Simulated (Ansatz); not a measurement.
Input file for Ansatz (an electronic-structure program): R-CCSD(T)/cc-pVDZ on C9H12 (SMILES CCCc1ccccc1).

Ansatz 0.2 input:
```yaml
crystal:
  periodic: [false, false, false]
  atoms:
    - {symbol: C, position_ang: [-3.29684916, -0.44682941, -0.34290676]}
    - {symbol: C, position_ang: [-1.78065909, -0.59189238, -0.42095764]}
    - {symbol: C, position_ang: [-1.03913913, 0.51630603, 0.33903756]}
    - {symbol: C, position_ang: [0.45706474, 0.37357501, 0.25926918]}
    - {symbol: C, position_ang: [1.17582774, 0.95440969, -0.78543104]}
    - {symbol: C, position_ang: [2.55074360, 0.78379810, -0.88973049]}
    - {symbol: C, position_ang: [3.23286452, 0.02492026, 0.05406689]}
    - {symbol: C, position_ang: [2.52934703, -0.55832384, 1.10132775]}
    - {symbol: C, position_ang: [1.15446129, -0.38388255, 1.20012709]}
    - {symbol: H, position_ang: [-3.80156803, -1.24555633, -0.88935638]}
    - {symbol: H, position_ang: [-3.64276342, -0.48148185, 0.69312467]}
    - {symbol: H, position_ang: [-3.62334703, 0.50564948, -0.76763928]}
    - {symbol: H, position_ang: [-1.45689237, -0.58177240, -1.46566465]}
    - {symbol: H, position_ang: [-1.47605689, -1.56196259, -0.01778826]}
    - {symbol: H, position_ang: [-1.35537578, 0.50259133, 1.38604846]}
    - {symbol: H, position_ang: [-1.33872447, 1.48718002, -0.06609110]}
    - {symbol: H, position_ang: [0.65099822, 1.55010142, -1.52346739]}
    - {symbol: H, position_ang: [3.09049870, 1.24664911, -1.70628793]}
    - {symbol: H, position_ang: [4.30434783, -0.10686770, -0.02325768]}
    - {symbol: H, position_ang: [3.05229509, -1.14727166, 1.84430470]}
    - {symbol: H, position_ang: [0.61292658, -0.83933974, 2.02127224]}
basis:
  gaussian:
    orbitals: cc-pVDZ
magnetization: {spin_polarized: false}
correlation: {method: ccsd_t, electrons: outside_noble_gas}
scf: {lower_state_search: off}
```

Program output:

```
WARN ansatz: RAYON_NUM_THREADS=6 ignored (pool sized by the plan → 6); use --threads N
Functional definition: HF
these checks for a lower state are left out or cut short: stability, starts, cluster_reference, orbital_swaps, neighbouring_geometries, increment
integrals: 0.73 GiB planned
1701 factors; integrals over basis functions are off by at most 1.2e-3 eV
mean field: 0.95 GiB planned
mean field evaluation 1: about -9459.9217 eV, gradient 3.9e1 eV
mean field evaluation 2: about -9460.3569 eV, gradient 3.9e1 eV
mean field evaluation 4: about -9465.0500 eV, gradient 4.4e0 eV
mean field evaluation 8: about -9465.1090 eV, gradient 1.5e-1 eV
mean field -9465.10906980 eV, -347.8363426337 hartree, gradient 8.1e-6 eV, S^2 0.000000; 0 other end points of the search recorded, 0 dependent functions left out
9 core orbitals not correlated
reference -9465.10906980 eV, -347.8363426337 hartree; 24, 24 occupied and 153, 153 virtual orbitals, 1701 factors
second order -33.08067073 eV of doubles, -0.00000000 eV of singles
coupled cluster: 2.81 GiB planned
cycle   1  -34.00729694 eV  change   -9.3e-1 eV  update   1.3e-1
cycle   2  -34.93725345 eV  change   -9.3e-1 eV  update   4.0e-2
cycle   3  -35.12687277 eV  change   -1.9e-1 eV  update   1.7e-2
cycle   4  -35.13156128 eV  change   -4.7e-3 eV  update   4.9e-3
cycle   5  -35.13408195 eV  change   -2.5e-3 eV  update   1.7e-3
cycle   6  -35.13402091 eV  change    6.1e-5 eV  update   5.1e-4
cycle   7  -35.13388674 eV  change    1.3e-4 eV  update   1.6e-4
cycle   8  -35.13391341 eV  change   -2.7e-5 eV  update   4.9e-5
perturbative correction -1.39214613 eV, -0.0511604266 hartree
Total energy: -9501.63512933 eV, -349.1786505633 hartree
Checks for a lower state left out: stability, starts, cluster_reference, orbital_swaps, neighbouring_geometries, increment
```

The run converged.

Cost: roughly 6 core-minutes.
